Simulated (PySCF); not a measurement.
Magnetic susceptibility: `CC[Se][C@@H](F)C1CC1`, C₆H₁₁FSe

Geometry (Å), atoms numbered from 1 in this order:
```xyz
19

C     3.670   -0.204   -0.433
C     2.309   -0.328    0.222
Se    0.905    0.510   -0.894
C    -0.561    0.242    0.423
F    -0.221    0.922    1.563
C    -1.871    0.718   -0.121
C    -3.138    0.026    0.293
C    -2.604   -0.159   -1.091
H     3.937    0.843   -0.562
H     3.672   -0.684   -1.410
H     4.423   -0.682    0.191
H     2.025   -1.375    0.354
H     2.282    0.184    1.185
H    -0.576   -0.824    0.686
H    -1.905    1.790   -0.270
H    -4.022    0.629    0.432
H    -3.063   -0.800    0.985
H    -2.154   -1.108   -1.342
H    -3.118    0.310   -1.916
```

Computed, not measured: GIAO OLYP/pcseg-1 magnetisability, non-relativistic, IEF-PCM tetrahydrofuran (PySCF 2.14.0). Geometry: GFN2-xTB.

The calculation is non-relativistic, which matters for the atoms heavier than Zn.

Problem. How diamagnetic is it, and how anisotropic?

Solution. Isotropic -1702 × 10⁻³⁰ J/T², or -102.5 × 10⁻⁶ cm³/mol; principal values -1794, -1677, -1637 × 10⁻³⁰ J/T², anisotropy 141 × 10⁻³⁰ J/T² (root of half the summed squared differences of the principal values). The susceptibility is in cgs units.

Problem. Split it along the inertial axes a, b, c into diamagnetic and paramagnetic parts about the centre of mass, with the quadrupole moment.

Solution. 
| axis | χ (10⁻⁶ cm³/mol) | diamagnetic (10⁻⁶ cm³/mol) | paramagnetic (10⁻⁶ cm³/mol) | summed x² of all electrons (Å²) | quadrupole Θ (D Å) |
| --- | --- | --- | --- | --- | --- |
| a | -106.4 | -481.3 | 374.9 | 375.4 | +9.41 |
| b | -101.1 | -1743.7 | 1642.6 | 77.9 | -8.16 |
| c | -100.0 | -1923.1 | 1823.1 | 35.6 | -1.25 |

Anisotropies 2χaa − χbb − χcc = -11.7 and 2χbb − χaa − χcc = +4.2 × 10⁻⁶ cm³/mol. Θ is traceless in Buckingham's convention.
